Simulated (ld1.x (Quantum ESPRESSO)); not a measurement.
Before and after: PAW potential for Mo

```
Element                 : molybdenum
Generator               : ld1.x (Quantum ESPRESSO) 7.5
Type                    : PAW
Functional              : PBEsol
Relativity              : scalar-relativistic
Frozen core             : [Kr]
Valence charge          : 6
Reference configuration : 4d5 5s0.5 5p0 (charge +0.5)
Partial waves           : 5s (bound): rcut 2.45, rcutus 3.20 bohr; 5s channel at 0.4 Ry: rcut 2.45, rcutus 3.20 bohr; 5p (bound, empty): rcut 2.80, rcutus 2.95 bohr; 5p channel at 3.2 Ry: rcut 2.80, rcutus 2.95 bohr; 4d (bound): rcut 1.45, rcutus 1.70 bohr; 4d channel at 1.35 Ry: rcut 1.45, rcutus 1.70 bohr
Local potential         : all-electron potential smoothed inside 1.55 bohr (lloc = -1)
Core correction         : a·sin(br)/r model core, default radius (ld1.x builds one for every PAW set, though the input has nlcc=.false.)
Augmentation charge     : PSQ, radius 1.45 bohr
```

All-electron outer shells of the reference configuration (PBEsol, scalar-relativistic, ld1.x):

| shell | level (eV) | outermost node (bohr) | outermost maximum (bohr) |
| --- | --- | --- | --- |
| 4p | -41.69 | 0.52 | 1.08 |
| 4d | -6.96 | 0.53 | 1.38 |
| 5s | -6.88 | 1.34 | 2.86 |
| 5p | -3.31 | 1.54 | 3.71 |

Change: functional PBE.

Cutoffs: the cutoffs (Ry, on a coarse ladder) from which the occupation-weighted sum of valence levels, in a spherical-Bessel basis at the reference potential, stays within 10 and 1 mRy of its value at 400 Ry; they do not see the model core or the augmentation charge, which bear on the density cutoff. Errors are all-electron minus pseudo energies relative to the spin-unpolarised reference configuration.

Q: What does the change do?

A: The potential gets neither clearly harder nor softer (35 Ry and 55 Ry → 35 Ry and 55 Ry); both files keep a bound ghost (s); of the 7 tests that both files solve, the error grows in 2 and shrinks in 2 by more than 15 % and 0.3 meV (median size 43.9 → 28.8 meV).

| quantity | base | changed |
| --- | --- | --- |
| cutoff, loose | 35 Ry | 35 Ry |
| cutoff, tight | 55 Ry | 55 Ry |
| bound ghosts | s | s |
| error for 4d5 5s1 5p0, meV [ΔE -2.74 → -2.73 eV] | +0.6 | +3.8 |
| error for 4d5 5s0 5p0, meV [ΔE 4.16 eV] | +2.9 | +7.7 |
| error for 4d4 5s0 5p0, meV [ΔE 19.62 → 19.62 eV] | -51 | -29 |
| error for 4d6 5s0 5p0, meV [ΔE -1.97 eV] | -17 | -17 |
| error for 4d4 5s1 5p1, meV [ΔE 1.02 → 1.01 eV] | -48 | -43 |
| error for 4d4 5s2 5p0, meV [ΔE -2.56 → -2.53 eV] | -44 | -34 |
| error for 4d2 5s0 5p0, meV [ΔE 85.82 → 85.87 eV] | -1769 | -1538 |
| s: phases at 3.51 bohr within 0.05 rad from the reference energy up to (Ry; the scan ends near 5) | 2.1 | 2.1 |
| p: phases at 3.51 bohr within 0.05 rad from the reference energy up to (Ry; the scan ends near 5) | 0.4 | n/a |
| d: phases at 3.51 bohr within 0.05 rad from the reference energy up to (Ry; the scan ends near 5) | 4.5 | 4.5 |
| lowest overlap eigenvalue by channel | s 0.07, p 0.85, d 0.97 | s 0.07, p 0.85, d 0.97 |

 A true bound ghost makes a file unfit for plane-wave use even where its test errors are small: the radial tests pick states by their node count and pass the ghost by.
